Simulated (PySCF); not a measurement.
# Stationary points of LaBr₂

These are results of PBE in PySCF with La def2-SVP with ECP46, Br def2-SVP; scalar-relativistic core potentials, no spin–orbit coupling; density-fitted integrals, not measurements.

Relaxations began from a few typed shapes; open shells are unrestricted. The search is not exhaustive: other isomers or separated fragments can lie lower, and high-lying points may rest on an excited occupation.

```tsv
spin	group	bonds	angles	imaginary modes (cm⁻¹)	ΔE (kJ/mol)	ΔE with ZPE (kJ/mol)
doublet	C2v	La–Br 2.741 Å (×2)	Br–La–Br 113.8°	none	0.0	0.0
doublet	D∞h	La–Br 2.792 Å (×2)	Br–La–Br 180.0°	53i, 42i	34.4	–
```

The lowest minimum found is the doublet C2v: La–Br 2.741 Å (×2); Br–La–Br 113.8°.

Formally La is in oxidation state +2, with 1 electron left for the f, d and s shells; the Mulliken f population is 0.07 and the spin on La 1.05.

For the lowest minimum: with open d or f shells other occupations or spin states may lie lower. Spin–orbit coupling, left out here, can matter for elements this heavy.

The electron or spin density has lower symmetry than the nuclear frame for the doublet D∞h at 34.4 kJ/mol.
